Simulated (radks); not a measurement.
Question: Hf2+, configuration [Xe] 4f14 5d2. Method: scalar-relativistic Kohn-Sham, BLYP, spin-polarised, spherical densities, finite nucleus; open shells are filled with parallel spins first (spin-orbit coupling, left out, can overturn this in heavy ions); Fermi nuclear charge, rms radius 5.347 fm; computed with a radial shooting solver on a logarithmic mesh with Libxc functionals. Some entries of the table are withheld. Estimate them.

orbital,occ.,eigenvalue (hartree),r(max) (bohr),<r^2> (bohr^2)
1s down,1,-2399.265,0.01190,0.0004951
1s up,1,-2399.265,0.01190,0.0004951
2s up,1,-410.8028,0.06807,0.007642
2s down,1,-410.8003,0.06807,0.007642
2p up,3,-360.8730,0.05566,0.006283
2p down,3,-360.8711,0.05566,0.006283
3s up,1,-94.01714,0.1922,0.04978
3s down,1,-94.01688,0.1922,0.04978
3p up,3,-79.09545,0.1898,0.05041
3p down,3,-79.09508,0.1898,0.05041
3d up,5,-61.40821,0.1546,0.04186
3d down,5,-61.40691,0.1546,0.04187
4s up,1,-19.36961,0.4373,0.2476
4s down,1,-19.36802,0.4373,0.2476
4p up,3,-14.47257,0.4581,0.2818
4p down,3,-14.47113,0.4581,0.2818
4d up,5,-8.13908,0.4709,0.3324
4d down,5,-8.13723,0.4709,0.3323
5s up,1,-3.02016,1.016,(1)
5s down,1,-2.99448,1.014,(2)
5p up,3,-1.86918,(3),2.048
5p down,3,-1.83378,(4),2.029
4f up,7,-1.16670,0.4544,0.5982
4f down,7,-1.16015,0.4542,0.5882
5d up,2,-0.63212,1.652,(5)
5d down,0,-0.58972,1.646,(6)

Answer: 
(1) 5s up <r^2> (bohr^2): 1.454
(2) 5s down <r^2> (bohr^2): 1.443
(3) 5p up r(max) (bohr): 1.161
(4) 5p down r(max) (bohr): 1.156
(5) 5d up <r^2> (bohr^2): 5.254
(6) 5d down <r^2> (bohr^2): 5.459
